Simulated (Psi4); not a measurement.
C$_{2}$H$_{6}$CdS, singlet, at a GFN2-xTB geometry (such geometries of metal compounds can be far from the true shape) (core potentials on Cd); CAM-B3LYP/def2-TZVPPD run with Psi4.

Input for Psi4:
```
memory 2 GB

molecule mol {
0 1
  Cd    0.103044   -0.218447    0.566520
  C     0.973924   -1.582551   -0.925315
  C     0.762076   -0.857777   -2.248947
  H     0.445780   -2.538764   -0.922338
  H     2.036233   -1.758178   -0.747437
  H     1.303987    0.093682   -2.267510
  H    -0.301041   -0.657136   -2.422055
  H     1.124487   -1.461045   -3.084804
  S    -1.154429    1.827191    0.004609
  H    -1.500691    2.213813    1.222996
}

set basis def2-tzvppd
set reference rks

energy('cam-b3lyp')
print_variables()
```

What the program printed (banner, timings and long lists left out):

```
   => Loading Basis Set <=

    Name: DEF2-TZVPPD
    Role: ORBITAL
    Keyword: BASIS

    !!!  WARNING: ECP capability is in beta. Please check occupations closely.  !!!

         ---------------------------------------------------------
                                   SCF
               by Justin Turney, Rob Parrish, Andy Simmonett
                          and Daniel G. A. Smith
                              RKS Reference
         ---------------------------------------------------------

  ==> Geometry <==

    Molecular point group: c1
    Full point group: C1

    Geometry (in Angstrom), charge = 0, multiplicity = 1:

       Center              X                  Y                   Z               Mass
    ------------   -----------------  -----------------  -----------------  -----------------
         CD           0.109906950860    -0.219092318587     0.462500998853   113.903365090000
         C            0.980786950860    -1.583196318587    -1.029334001147    12.000000000000
         C            0.768938950860    -0.858422318587    -2.352966001147    12.000000000000
         H            0.452642950860    -2.539409318587    -1.026357001147     1.007825032230
         H            2.043095950860    -1.758823318587    -0.851456001147     1.007825032230
         H            1.310849950860     0.093036681413    -2.371529001147     1.007825032230
         H           -0.294178049140    -0.657781318587    -2.526074001147     1.007825032230
         H            1.131349950860    -1.461690318587    -3.188823001147     1.007825032230
         S           -1.147566049140     1.826545681413    -0.099410001147    31.972071174400
         H           -1.493828049140     2.213167681413     1.118976998853     1.007825032230

  Running in c1 symmetry.

  Rotational constants: A =      0.15020  B =      0.06473  C =      0.04606 [cm^-1]
  Rotational constants: A =   4502.87095  B =   1940.66618  C =   1380.77238 [MHz]
  Nuclear repulsion =  219.338441283610365

  Charge       = 0
  Multiplicity = 1
  Electrons    = 54
  Nalpha       = 27
  Nbeta        = 27

  ==> Algorithm <==

  SCF Algorithm Type is DF.
  DIIS enabled.
  MOM disabled.
  Fractional occupation disabled.
  Guess Type is SAD.
  Energy threshold   = 1.00e-06
  Density threshold  = 1.00e-06
  Integral threshold = 1.00e-12

  ==> Primary Basis <==

  Basis Set: DEF2-TZVPPD
    Blend: DEF2-TZVPPD
    Number of shells: 101
    Number of basis functions: 283
    Number of Cartesian functions: 323
    Spherical Harmonics?: true
    Max angular momentum: 4

  Core potential: DEF2-TZVPPD
    Number of shells: 4
    Number of ECP primitives: 14
    Number of ECP core electrons: 28
    Max angular momentum: 3

  ==> DFT Potential <==

   => LibXC <=

    Version 7.1.2
    S. Lehtola, C. Steigemann, M. J. T. Oliveira, and M. A. L. Marques,  SoftwareX 7, 1–5 (2018) (10.1016/j.softx.2017.11.002)

   => Composite Functional: CAM-B3LYP <=

    CAM-B3LYP Hyb-GGA Exchange-Correlation Functional

    T. Yanai, D. P. Tew, and N. C. Handy,  Chem. Phys. Lett. 393, 51 (2004) (10.1016/j.cplett.2004.06.011)

    Deriv               =              1
    GGA                 =           TRUE
    Meta                =          FALSE

    Exchange Hybrid     =           TRUE
    MP2 Hybrid          =          FALSE

   => Exchange Functionals <=

    0.3500         Becke 88 [omega = 0.3300]
    0.4600   Short-range recipe for B88 functional - erf [omega = 0.3300]

   => Exact (HF) Exchange <=

    0.4600            HF,LR [omega = 0.3300]
    0.1900               HF

   => Correlation Functionals <=

    0.1900   Vosko, Wilk & Nusair (VWN5)
    0.8100   Lee, Yang & Parr

   => LibXC Density Thresholds  <==

    XC_HYB_GGA_XC_CAM_B3LYP:  1.00E-14

   => Molecular Quadrature <=

    Radial Scheme          =       TREUTLER
    Pruning Scheme         =           NONE
    Nuclear Scheme         =       TREUTLER

    Blocking Scheme        =         OCTREE
    BS radius alpha        =              1
    Pruning alpha          =              1
    Radial Points          =             75
    Spherical Points       =            302
    Total Points           =         215987
    Total Blocks           =           1651
    Max Points             =            256
    Max Functions          =            264
    Weights Tolerance      =       1.00E-15

   => Loading Basis Set <=

    Name: (DEF2-TZVPPD AUX)
    Role: JKFIT
    Keyword: DF_BASIS_SCF

  ==> Integral Setup <==

  SCF_SUBTYPE=INCORE selected. In-core MEM_DF algorithm will be used.
  Using in-core AOs.

  ==> MemDFJK: Density-Fitted J/K Matrices <==

    J tasked:                   Yes
    K tasked:                   Yes
    wK tasked:                  Yes
    Omega:                3.300E-01
    Algorithm:                 Core
    Schwarz Cutoff:           1E-12
    Mask sparsity (%):       6.9223
    Fitting Condition:        1E-10

   => Auxiliary Basis Set <=

  Basis Set: (DEF2-TZVPPD AUX)
    Blend: DEF2-UNIVERSAL-JKFIT
    Number of shells: 173
    Number of basis functions: 641
    Number of Cartesian functions: 837
    Spherical Harmonics?: true
    Max angular momentum: 6

  Minimum eigenvalue in the overlap matrix is 1.6874680938E-05.
  Reciprocal condition number of the overlap matrix is 1.3979774424E-06.
    Using symmetric orthogonalization.

  ==> Pre-Iterations <==

  SCF Guess: Superposition of Atomic Densities via on-the-fly atomic UHF (no occupation information).

   -------------------------
    Irrep   Nso     Nmo
   -------------------------
     A        283     283
   -------------------------
    Total     283     283
   -------------------------

  ==> Iterations <==

                           Total Energy        Delta E     RMS |[F,P]|

   @DF-RKS iter SAD:  -644.50109929491953   -6.44501e+02   0.00000e+00
   @DF-RKS iter   1:  -645.24398034911496   -7.42881e-01   3.53226e-03 DIIS/ADIIS
   @DF-RKS iter   2:  -644.85120192195745    3.92778e-01   4.49901e-03 DIIS/ADIIS
   @DF-RKS iter   3:  -645.73328773442427   -8.82086e-01   7.52612e-04 DIIS/ADIIS
   @DF-RKS iter   4:  -645.74969486745874   -1.64071e-02   2.00767e-04 DIIS/ADIIS
   @DF-RKS iter   5:  -645.75104910491075   -1.35424e-03   5.82553e-05 DIIS
   @DF-RKS iter   6:  -645.75117605437788   -1.26949e-04   2.52176e-05 DIIS
   @DF-RKS iter   7:  -645.75120558099798   -2.95266e-05   4.37553e-06 DIIS
   @DF-RKS iter   8:  -645.75120725962472   -1.67863e-06   1.78795e-06 DIIS
   @DF-RKS iter   9:  -645.75120741645503   -1.56830e-07   5.37061e-07 DIIS
  Energy and wave function converged.

  ==> Post-Iterations <==

   Electrons on quadrature grid:
      Ntotal   =   53.9999777850 ; deviation = -2.222e-05

    Orbital Energies [Eh]
    ---------------------

    Doubly Occupied:

[...]
    Virtual:

[...]
     283A    113.568111

    Final Occupation by Irrep:
              A
    DOCC [    27 ]
    NA   [    27 ]
    NB   [    27 ]

  @DF-RKS Final Energy:  -645.75120741645503

   => Energetics <=

    Nuclear Repulsion Energy =            219.3384412836103650
    One-Electron Energy =               -1390.4742606741592681
    Two-Electron Energy =                 565.4045096355429223
    DFT Exchange-Correlation Energy =     -40.0198976614490647
    Empirical Dispersion Energy =           0.0000000000000000
    VV10 Nonlocal Energy =                  0.0000000000000000
    Total Energy =                       -645.7512074164550313

Computation Completed

Properties will be evaluated at   0.000000,   0.000000,   0.000000 [a0]

Properties computed using the SCF density matrix

 Multipole Moments:

 ------------------------------------------------------------------------------------
     Multipole            Electronic (a.u.)      Nuclear  (a.u.)        Total (a.u.)
 ------------------------------------------------------------------------------------

 L = 1.  Multiply by 2.5417464519 to convert [e a0] to [Debye]
 Dipole X            :          5.3174579           -4.7519614            0.5654966
 Dipole Y            :        -12.4431438           11.4926960           -0.9504478
 Dipole Z            :         41.3612358          -40.5905652            0.7706706
 Magnitude           :                                                    1.3479876

 ------------------------------------------------------------------------------------

  Variable Map:
  ----------------------------------------------------------------------------
[...]
  Array Variable Map:
  ----------------------------------------------------------------------------
[...]
[...]
```
